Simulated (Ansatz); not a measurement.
C₂H₆BFOSi at its PBE0-D4/def2-TZVP geometry, where that method's forces vanish. The species carries charge 0 and has multiplicity 1. The bonds changed during the relaxation, so this is another structure than the one it started from.

```tsv
atom	x (Å)	y (Å)	z (Å)
B1	-1.274	-0.798	-0.610
C2	-0.874	-1.343	0.810
F3	-1.447	-2.226	1.576
O4	0.201	-0.864	1.273
Si5	0.601	-0.126	-0.374
C6	1.094	1.638	-0.070
H7	-1.735	-1.556	-1.412
H8	-1.961	0.178	-0.374
H9	1.802	-0.921	-0.750
H10	0.266	2.208	0.356
H11	1.957	1.704	0.597
H12	1.370	2.106	-1.020
```

**Question.** For each bond, give half the difference of the two atoms' forces along it (eV/Å; positive pushes the atoms apart) under PBE-D4, r2SCAN-D4, B3LYP-D4, ωB97M-V in def2-TZVPP. (Best estimate.)

**Answer.** Ansatz gave: 
| bond | length (Å) | PBE-D4 | r2SCAN-D4 | B3LYP-D4 | ωB97M-V |
| --- | --- | --- | --- | --- | --- |
| B1–C2 | 1.573 | -0.56 | -0.32 | -0.01 | 0.21 |
| B1–Si5 | 2.006 | -0.03 | 0.03 | 0.20 | 0.13 |
| B1–H7 | 1.196 | 0.04 | -0.05 | -0.11 | -0.13 |
| B1–H8 | 1.216 | 0.09 | 0.00 | -0.11 | -0.15 |
| C2–F3 | 1.302 | 0.76 | 0.43 | 0.27 | 0.05 |
| C2–O4 | 1.265 | 0.93 | 0.47 | 0.15 | -0.02 |
| C2–Si5 | 2.249 | -0.10 | -0.13 | 0.11 | 0.13 |
| O4–Si5 | 1.848 | 0.29 | 0.04 | 0.15 | 0.12 |
| Si5–C6 | 1.857 | -0.01 | 0.00 | 0.04 | 0.02 |
| Si5–H9 | 1.488 | 0.10 | -0.01 | -0.17 | -0.17 |
| C6–H10 | 1.092 | 0.11 | -0.01 | -0.05 | -0.04 |
| C6–H11 | 1.092 | 0.10 | 0.00 | -0.04 | -0.05 |
| C6–H12 | 1.094 | 0.11 | -0.01 | -0.05 | -0.04 |

B3LYP here is the variant with VWN-RPA as its local correlation; programs differ in this.
